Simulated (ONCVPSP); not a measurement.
**Reading a pseudo-wave (C)**

Columns: radius, all-electron u(r) and pseudo u(r) of the 2p shell (level -17.00 eV) of carbon in the configuration [He] 2s2 2p1; PBE, scalar-relativistic, ONCV scheme, ONCVPSP 4.0.1.

| r (bohr) | all-electron | pseudo |
| --- | --- | --- |
| 0.135 | 0.0912 | 0.0289 |
| 0.270 | 0.2577 | 0.1111 |
| 0.405 | 0.4216 | 0.2339 |
| 0.540 | 0.5564 | 0.3791 |
| 0.675 | 0.6571 | 0.5264 |
| 0.810 | 0.7267 | 0.6572 |
| 0.945 | 0.7670 | 0.7578 |
| 1.080 | 0.7822 | 0.8207 |
| 1.215 | 0.7774 | 0.8451 |
| 1.350 | 0.7575 | 0.8357 |
| 1.485 | 0.7266 | 0.8004 |
| 1.620 | 0.6884 | 0.7488 |
| 1.755 | 0.6456 | 0.6892 |
| 1.890 | 0.6005 | 0.6282 |
| 2.025 | 0.5548 | 0.5701 |
| 2.160 | 0.5096 | 0.5168 |
| 2.295 | 0.4660 | 0.4686 |
| 2.430 | 0.4243 | 0.4250 |
| 2.565 | 0.3851 | 0.3852 |
| 2.700 | 0.3485 | 0.3485 |
| 2.835 | 0.3145 | 0.3145 |
| 2.970 | 0.2832 | 0.2832 |
| 3.105 | 0.2544 | 0.2544 |
| 3.240 | 0.2280 | 0.2280 |
| 3.375 | 0.2040 | 0.2040 |
| 3.510 | 0.1821 | 0.1821 |

Question: How many radial nodes do the two functions have?

Answer: The all-electron 2p function has n − l − 1 = 0; the pseudo-wave has 0.

Question: At about which radius was the pseudo-wave matched?

Answer: 2.70 bohr. The columns agree to 0.0005 from 2.56 bohr on; several derivatives are matched, so the curves merge somewhat inside the radius.

Question: Where does each function peak?

Answer: Outermost all-electron maximum near 1.08 bohr, pseudo maximum near 1.22 bohr (to the table’s step).

Question: Is the pseudo-wave norm-conserving?

Answer: Yes: the ONCV scheme keeps the norm inside the radius equal to the all-electron one, which fixes the energy derivative of the logarithmic derivative at the level.
